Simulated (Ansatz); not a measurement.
`CS[CH2][ZnH]` + NH₃ → `[NH2][ZnH]` + `CSC` at 298.15 K and 1 bar (ligand exchange at a Zn–C bond).

Calculated with Ansatz (gas phase, PBE0-D4/def2-TZVP geometries, no zero-point term in ΔE). CBS: MP2 limit from def2 TZ/QZ plus the TZ coupled-cluster correction, frozen cores. This one scheme is used for every species. For Zn outer-core shells are correlated without core-valence functions, which leaves a few kJ/mol of doubt a bond. Scalar relativity is left out up to krypton. One conformer a species, not always the lowest.

| species | CCSD(T)/CBS energy (Eh) | H − E (kJ/mol) | S (J/(mol·K)) |
| --- | --- | --- | --- |
| `CS[CH2][ZnH]` | -2255.84623 | 207.3 | 346.4 |
| NH₃ | -56.50880 | 100.5 | 192.4 |
| `[NH2][ZnH]` | -1834.88092 | 93.2 | 261.0 |
| `CSC` | -477.48821 | 214.0 | 283.0 |

H − E and S are ideal-gas, rigid-rotor, harmonic terms from PBE0-D4/def2-TZVP, for one conformer and one mirror image of each species. 1 Eh = 2625.50 kJ/mol, R = 8.31446 J/(mol·K).

By hand: ΔE, ΔH, ΔS and ΔG.

ΔE = (-1834.88092) + (-477.48821) − (-2255.84623) − (-56.50880) = -0.01410 Eh = -37.0 kJ/mol. Δ(H − E) = 93.2 + 214.0 − 207.3 − 100.5 = -0.6, so ΔH = -37.6 kJ/mol. ΔS = 261.0 + 283.0 − 346.4 − 192.4 = 5.2 J/(mol·K). ΔG = -37.6 − 298.15 × (5.2)/1000 = -39.2 kJ/mol.

By hand: the equilibrium constant, and the temperature at which ΔG would vanish if ΔH and ΔS stayed fixed.

log₁₀ K = −ΔG/(RT ln 10) = 6.9. ΔH and −TΔS have one sign here, so there is no such temperature.

The number of gas molecules stays the same, so ΔS is small and ΔH decides. A doubt of 5 kJ/mol in ΔE shifts log₁₀ K by 0.9 here. Other conformers and mirror images would add mixing entropy, several J/(mol·K) or more a flexible species. These are equilibria of isolated gas molecules and say nothing of rates. Largest T1 diagnostic: 0.016 (customary marks: 0.02 for closed shells, 0.045 for open ones).

ΔS is within the doubt of such terms, so its sign, and with it that verdict, could turn.
